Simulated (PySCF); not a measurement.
**Spinor energies of Te(17+) (tellurium, charge +17)**

Start: [Ar] 3d10 4s2 4p5; 4p1/2 filled at m_j = +1/2; 4p3/2 filled at m_j = -3/2, -1/2, +1/2, +3/2. Calculated with PySCF 2.14 in an even-tempered Gaussian basis (18 s from 0.94 bohr⁻², ratio 2.8; 14 p from 1.2 bohr⁻², ratio 2.8; 9 d from 2.2 bohr⁻², ratio 2.8; 4 f from 8 bohr⁻², ratio 3): generalised Hartree-Fock with the X2C-1e Hamiltonian and a Gaussian nucleus; one run each with spin-orbit coupling (SO) screened by Boettger's factors, then bare. This is a chosen level, not necessarily the ground level.

```csv
spinor shell,electrons,"ε, screened SO (eV)","ε, bare SO (eV)",weight of nominal j (bare SO),"rms radius, bare SO (bohr)"
1s1/2,2,-32411.8,-32411.6,1.000,0.0318
2s1/2,2,-5439.2,-5439.1,1.000,0.130
2p1/2,2,-5112.4,-5120.8,1.000,0.112
2p3/2,4,-4835.7,-4832.3,1.000,0.117
3s1/2,2,-1456.3,-1456.3,1.000,0.341
3p1/2,2,-1320.6,-1322.2,1.000,0.333
3d3/2,4,-1032.0,-1033.7,1.000,0.315
3d5/2,6,-1021.2,-1020.1,1.000,0.319
4s1/2,2,-558.70,-558.70,0.999,0.745
4p1/2,1,-506.83,-507.23,1.000,0.765
4p3/2,4,-491.28,-491.13,1.000,0.787
```

Problem. Where does 3p3/2 lie, and what is the 3p spin-orbit splitting (bare SO)?

Solution. At -1267.0 eV, 55.260 eV above 3p1/2.

```csv
quantity,screened SO,bare SO
E (hartree),-6679.88726,-6680.04359
M_J,1/2,1/2
⟨J²⟩,0.753,0.753
⟨L²⟩,2.022,2.024
⟨S²⟩,0.767,0.768
```

Each row is a mean over spinors that exchange with the open shell spreads, by up to 3.416 eV (3p1/2).

Breit and QED terms are absent; they matter most for the inner s and p1/2 levels.

Densities and radii are taken from the X2C orbitals without a picture-change correction, which distorts them close to the nucleus.
